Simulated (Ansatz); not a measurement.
```yaml
crystal:
  periodic: [false, false, false]
  atoms:
    - {symbol: In, position_ang: [1.341944, -0.351663, 1.195381]}
    - {symbol: In, position_ang: [0.629458, -0.183143, -1.960286]}
    - {symbol: In, position_ang: [-1.447712, -1.828348, 0.693669]}
    - {symbol: In, position_ang: [0.366074, 2.446168, -0.130351]}
    - {symbol: O, position_ang: [-2.182509, 0.108548, 0.767610]}
    - {symbol: O, position_ang: [-0.920928, 1.345757, -1.558062]}
    - {symbol: O, position_ang: [0.746878, -0.453572, -3.951024]}
    - {symbol: O, position_ang: [-0.119059, -1.546460, 2.377692]}
    - {symbol: O, position_ang: [3.094647, -0.809887, 2.093387]}
    - {symbol: O, position_ang: [-2.504742, -3.534668, 0.483096]}
    - {symbol: O, position_ang: [-0.009158, 1.345450, 1.641208]}
    - {symbol: O, position_ang: [0.358570, -1.538191, -0.411793]}
    - {symbol: O, position_ang: [1.785213, 0.972299, -0.598039]}
    - {symbol: O, position_ang: [0.198346, 4.433283, -0.372159]}
    - {symbol: H, position_ang: [-2.123784, 0.478206, -0.144605]}
    - {symbol: H, position_ang: [-1.314553, 1.831136, -2.309644]}
    - {symbol: H, position_ang: [0.946896, -1.394085, -4.128947]}
    - {symbol: H, position_ang: [0.285714, -2.361793, 2.733164]}
    - {symbol: H, position_ang: [3.815602, -0.501851, 1.509781]}
    - {symbol: H, position_ang: [-1.898022, -4.200898, 0.102407]}
    - {symbol: H, position_ang: [-0.936743, 0.929696, 1.493408]}
    - {symbol: H, position_ang: [-0.112163, 4.814005, 0.474098]}
basis:
  gaussian: {orbitals: def2-TZVP, initial_orbitals: start.molden}
hamiltonian: {xc: pbe0, dispersion: d4}
scf: {omitted_lower_state_checks: [starts]}
output: {orbitals: {seedname: orbitals}}
```

The file start.molden holds the orbitals of an earlier run on this structure, at another level or in another basis.

```sh
$ ansatz run in.yaml --threads 4 --pin off --events-out ev --progress --plain --max-ram 6963MiB
```

**Question.** Does this run fit into the memory that it is given?

**Answer.** No. It has 558 basis functions, and Ansatz plans for 8 GiB where 7 GiB are given.
